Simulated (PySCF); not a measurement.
Isomers of C5H11NO, mass 101.084 u with the commonest isotopes. Method used: PBE0-D3(BJ)/def2-SVP geometry optimisation, gas phase (PySCF 2.14.0). One conformer each, none proved a minimum here; rigid rotors.

Problem. Order these by rotational constant C, largest first.
A. `[CH3:1][CH2:2][CH2:3][CH2:4][C:5]([NH2:6])=[O:7]` with C1–C2–C3–C4 180°, C2–C3–C4–C5 179°, C3–C4–C5–N6 177°, C4–C5–N6–H 0° and 179°
B. `[CH3:1][CH2:2][CH2:3][C:4](=[O:5])[NH:6][CH3:7]` with C1–C2–C3–C4 180°, C2–C3–C4–O5 0°, C3–C4–N6–C7 180° (N-methylbutanamide)
C. `[CH3:1][C:2](=[O:3])[NH:4][CH:5]([CH3:6])[CH3:7]` with C1–C2–N4–C5 179°, C2–N4–C5–C6 124°

Solution. C (1440 MHz), B (1051 MHz), A (956.2 MHz).

Problem. Order these by rotational constant B, largest first.
A. `[CH3:1][CH2:2][CH2:3][CH2:4][C:5]([NH2:6])=[O:7]` with C1–C2–C3–C4 180°, C2–C3–C4–C5 179°, C3–C4–C5–N6 177°, C4–C5–N6–H 0° and 179°
B. `[CH3:1][CH2:2][CH2:3][C:4](=[O:5])[NH:6][CH3:7]` with C1–C2–C3–C4 180°, C2–C3–C4–O5 0°, C3–C4–N6–C7 180° (N-methylbutanamide)
C. `[CH3:1][C:2](=[O:3])[NH:4][CH:5]([CH3:6])[CH3:7]` with C1–C2–N4–C5 179°, C2–N4–C5–C6 124°

Solution. C (1481 MHz), B (1170 MHz), A (1061 MHz).

Problem. Order these by rotational constant A, largest first.
A. `[CH3:1][CH2:2][CH2:3][C:4](=[O:5])[NH:6][CH3:7]` with C1–C2–C3–C4 180°, C2–C3–C4–O5 0°, C3–C4–N6–C7 180° (N-methylbutanamide)
B. `[CH3:1][CH2:2][CH2:3][CH2:4][C:5]([NH2:6])=[O:7]` with C1–C2–C3–C4 180°, C2–C3–C4–C5 179°, C3–C4–C5–N6 177°, C4–C5–N6–H 0° and 179°
C. `[CH3:1][C:2](=[O:3])[NH:4][CH:5]([CH3:6])[CH3:7]` with C1–C2–N4–C5 179°, C2–N4–C5–C6 124°

Solution. A (8210 MHz), B (7824 MHz), C (4655 MHz).

```tsv
SMILES	point group	Ia (u·Å²)	Ib (u·Å²)	Ic (u·Å²)	κ	μa (D)	μb (D)	μc (D)
CCCC(=O)NC	Cs	61.56	432.02	480.98	-0.97	0.60	3.43	0.00
CC(=O)NC(C)C	near Cs	108.58	341.23	351.08	-0.97	1.31	1.94	2.71
CCCCC(N)=O	near Cs	64.59	476.53	528.55	-0.97	0.77	3.54	0.02
```
